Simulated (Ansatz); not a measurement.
Total energies of Li₇H₈⁻ (the lowest singlet isomer of a short search) from Ansatz at PBE-D4/def2-TZVPD, gas phase (1 Eh = 27.2114 eV = 2625.5 kJ/mol). The reference geometry is relaxed at PBE0-D4/def2-TZVPD.

Cartesian coordinates in Å:
```
Li 0.1104 -0.2518 -0.5263
Li -1.8211 -1.6648 0.3829
Li -0.2633 -3.1866 1.6065
Li 1.5847 -1.5846 1.0873
Li -1.5837 1.5814 -1.0939
Li 0.2184 3.2887 -1.3928
Li 1.8316 1.6413 -0.4315
H 1.8598 3.3902 -0.7037
H 0.0259 -1.9865 0.0750
H 1.8164 0.0473 0.3859
H -1.5639 3.3308 -1.3640
H -2.0341 -2.9916 1.5352
H 0.2650 1.3243 -1.4592
H -1.8254 -0.0271 -0.3433
H 1.3795 -2.9109 2.2419
```

| state | geometry | energy (Eh) |
| --- | --- | --- |
| charge -1 singlet | reference | -57.39084 |
| charge 0 doublet | reference | -57.26149 |
| charge -1 triplet | relaxed at PBE0-D4/def2-TZVPD | -57.29398 |
| charge -1 quintet | relaxed at PBE0-D4/def2-TZVPD | -57.22950 |

**Question.** Work out the vertical ionisation energy to the doublet.

**Answer.** E(charge 0 doublet) − E(charge -1 singlet) = -57.26149 − (-57.39084) = 0.12935 Eh = 3.52 eV. For comparison, −ε of the highest occupied level is 1.54 eV at this level, 1.98 eV less.

**Question.** Which of the charge -1 states is lowest, and how far above it are the others?

**Answer.** The singlet. triplet: -57.29398 − (-57.39084) = 0.09686 Eh = 254.3 kJ/mol; quintet: -57.22950 − (-57.39084) = 0.16134 Eh = 423.6 kJ/mol. The quintet differs in its bonds from the reference.

At PBE-D4/def2-TZVPD the highest occupied level of the charge -1 triplet lies above zero (up to 0.74 eV). It is a level of α spin, whose loss leaves a doublet; that state wasn't run at this geometry and level. The electron is either unbound and held by the finite basis, or the level is raised by self-interaction error. At PBE-D4/def2-TZVPD the highest occupied level of the charge -1 quintet lies above zero (up to 0.17 eV). It is a level of α spin, whose loss leaves a quartet; that state wasn't run at this geometry and level. The electron is either unbound and held by the finite basis, or the level is raised by self-interaction error. 

The structure comes from a short search, and lower isomers may exist.
